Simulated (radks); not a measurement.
The lanthanum ion La2+, 55 electrons, occupied as [Xe] 5d1. All-electron calculation, Dirac Kohn-Sham, PBE, spin-unpolarised, spherical densities, finite nucleus; open shells are shared between the two j in proportion to 2j + 1; Fermi nuclear charge, rms radius 4.855 fm. Program: a radial shooting solver on a logarithmic mesh with Libxc functionals.

Unscreened Slater integrals over Kohn-Sham orbitals (eV). Large and small components are both included.

\begin{tabular}{lr}
integral & value \\ \hline
F0(5d5/2,5d5/2) & 9.4385 \\
F2(5d5/2,5d5/2) & 4.9459 \\
F4(5d5/2,5d5/2) & 3.2789 \\
F0(5d5/2,5d3/2) & 9.5029 \\
F2(5d5/2,5d3/2) & 4.9785 \\
G2(5d5/2,5d3/2) & 4.9771 \\
G4(5d5/2,5d3/2) & 3.2998 \\
F0(5d5/2,5p3/2) & 10.884 \\
F2(5d5/2,5p3/2) & 5.2695 \\
G1(5d5/2,5p3/2) & 6.1269 \\
G3(5d5/2,5p3/2) & 3.7965 \\
F0(5d5/2,5p1/2) & 11.011 \\
G3(5d5/2,5p1/2) & 3.6089 \\
F0(5d3/2,5d3/2) & 9.5691 \\
F2(5d3/2,5d3/2) & 5.0136 \\
F0(5d3/2,5p3/2) & 10.991 \\
F2(5d3/2,5p3/2) & 5.3634 \\
G1(5d3/2,5p3/2) & 6.3022 \\
G3(5d3/2,5p3/2) & 3.9032 \\
F0(5d3/2,5p1/2) & 11.123 \\
G1(5d3/2,5p1/2) & 5.9980 \\
F0(5p3/2,5p3/2) & 13.509 \\
F2(5p3/2,5p3/2) & 7.3071 \\
F0(5p3/2,5p1/2) & 13.789 \\
G2(5p3/2,5p1/2) & 7.4134 \\
F0(5p1/2,5p1/2) & 14.093 \\
\end{tabular}
